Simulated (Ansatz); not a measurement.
**CuCl (cuprous chloride): the energy, rung by rung**

CuCl: 2 atoms, total charge 0, spin state singlet. As SMILES, `[Cl][Cu]`. The shape is that of a PBE0-D4/def2-TZVP optimisation. The run starts from this shape.

```xyz
2

Cl    0.8983   -0.3452    0.4464
Cu   -0.8688    0.2850   -0.4424
```

Quantity: the adiabatic ionisation energy (to the doublet cation, no zero-point term), in eV. The values are calculated.

```csv
level,kind,program,value (eV),CPU time (all runs)
HF/STO-3G,Hartree–Fock,Ansatz,2.01,12 s
HF/3-21G,Hartree–Fock,Ansatz,4.99,16 s
HF/6-31G* (Cartesian functions),Hartree–Fock,Ansatz,7.10,32 s
PBE/def2-SVP,GGA,Ansatz,9.42,37 s
PBE-D3(BJ)/def2-TZVP,GGA,Ansatz,9.85,41 s
B3LYP/6-31G* (Cartesian functions),global hybrid,Ansatz,8.98,39 s
MP2/6-31G* (Cartesian functions),perturbation theory,Ansatz,9.65,52 s
```

The values span 2.01 to 9.85 eV. Spin contamination of the reference (⟨S²⟩ at least 0.1 too high) touches HF/STO-3G. Without the sets that lack polarisation functions the rows with a basis span only 7.10 to 9.85 eV. CPU times are rough (shared hosts, several kinds of processor): they show what a rung costs within a factor of a few.
